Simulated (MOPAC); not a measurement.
MOPAC input (MNDO):

```
MNDO PRECISE GNORM=0.05 LET XYZ CHARGE=1 GEO-OK AUX(PRECISION=9) THREADS=1
H4BS3

S     1.63749300 1   -0.85657000 1    0.01723100 1
B     0.15035000 1    0.09925500 1    0.06931400 1
S    -0.30613800 1    1.75408800 1    0.49482100 1
S    -1.37470600 1   -0.90903700 1   -0.62550900 1
H     2.47409700 1    0.11623200 1    0.42400900 1
H     0.92844000 1    2.19233700 1    0.80380900 1
H    -1.14427300 1   -2.09746600 1   -0.02354300 1
H    -2.31640300 1   -0.52307700 1    0.26447400 1
```

From the output:

```
                                                       MOPAC v23.2.5 Linux

          FINAL HEAT OF FORMATION =        150.34802 KCAL/MOL =     629.05613 KJ/MOL

          COSMO AREA              =        128.32 SQUARE ANGSTROMS
          COSMO VOLUME            =        119.99 CUBIC ANGSTROMS

          GRADIENT NORM           =          0.04460          =       0.01577 PER ATOM
          IONIZATION POTENTIAL    =         14.763098 EV
          HOMO LUMO ENERGIES (EV) =        -14.763 -6.059
          NO. OF FILLED LEVELS    =         12
          MOLECULAR WEIGHT        =        111.0216         POINT GROUP:  Cs

          MOLECULAR DIMENSIONS (Angstroms)

            Atom       Atom       Distance
            H     7    H     6     4.79907
            H     8    H     5     4.10688
            H     5    S     4     0.70935

          SCF CALCULATIONS        =         19

   ATOM   CHEMICAL          X               Y               Z
  NUMBER   SYMBOL      (ANGSTROMS)     (ANGSTROMS)     (ANGSTROMS)

     1       S          1.55208044  *  -0.79670837  *   0.01814880  *
     2       B          0.11847828  *   0.07650437  *   0.06396708  *
     3       S         -0.27562769  *   1.65822964  *   0.46725566  *
     4       S         -1.29757102  *  -0.86181088  *  -0.56977476  *
     5       H          2.46825669  *   0.05348729  *   0.40044727  *
     6       H          0.86381291  *   2.20859303  *   0.79469250  *
     7       H         -1.11491809  *  -2.07484047  *  -0.08160546  *
     8       H         -2.29630327  *  -0.48803964  *   0.20867891  *

                             CARTESIAN COORDINATES

   1    S        1.552080444    -0.796708374     0.018148799
   2    B        0.118478285     0.076504372     0.063967075
   3    S       -0.275627687     1.658229643     0.467255657
   4    S       -1.297571018    -0.861810881    -0.569774758
   5    H        2.468256694     0.053487289     0.400447269
   6    H        0.863812912     2.208593030     0.794692497
   7    H       -1.114918092    -2.074840467    -0.081605465
   8    H       -2.296303265    -0.488039641     0.208678907

           Empirical Formula: H4 S3 B  =     8 atoms

      MOLECULAR POINT GROUP   :   Cs

                  EIGENVALUES
 -33.74961 -30.67908 -28.94510 -24.49643 -22.87466 -20.62536 -20.52848 -19.12662
 -18.24861 -16.95851 -16.60243 -14.76310  -6.05927  -5.67512  -4.88297  -4.51012
  -3.56509  -3.25826  -2.49110  -1.47248

              NET ATOMIC CHARGES AND DIPOLE CONTRIBUTIONS

  ATOM NO.   TYPE          CHARGE      No. of ELECS.   s-Pop       p-Pop
    1          S           0.352785        5.6472     1.80123     3.84598
    2          B          -0.638214        3.6382     1.30621     2.33201
    3          S           0.352778        5.6472     1.80124     3.84598
    4          S           0.721628        5.2784     1.74612     3.53226
    5          H           0.038581        0.9614     0.96142
    6          H           0.038590        0.9614     0.96141
    7          H           0.066922        0.9331     0.93308
    8          H           0.066930        0.9331     0.93307
 DIPOLE           X         Y         Z       TOTAL
 POINT-CHG.    -3.200    -2.189    -1.057     4.018
 HYBRID         1.251     0.565     2.003     2.428
 SUM           -1.948    -1.624     0.946     2.707

          ATOMIC ORBITAL ELECTRON POPULATIONS

     Atom    s        px        py        pz
    1  S   1.80123   0.96402   1.23227   1.64970
    2  B   1.30621   0.83540   0.86396   0.63264
    3  S   1.80124   1.19284   1.02086   1.63228
    4  S   1.74612   1.09715   1.05810   1.37700
    5  H   0.96142
    6  H   0.96141
    7  H   0.93308
    8  H   0.93307

 **********************
 *                    *
 * JOB ENDED NORMALLY *
 *                    *
 **********************

 == MOPAC DONE ==
```

The dipole moment of an ion depends on the origin.

The geometry given is a B3LYP-D3(BJ)/def2-TZVP minimum.
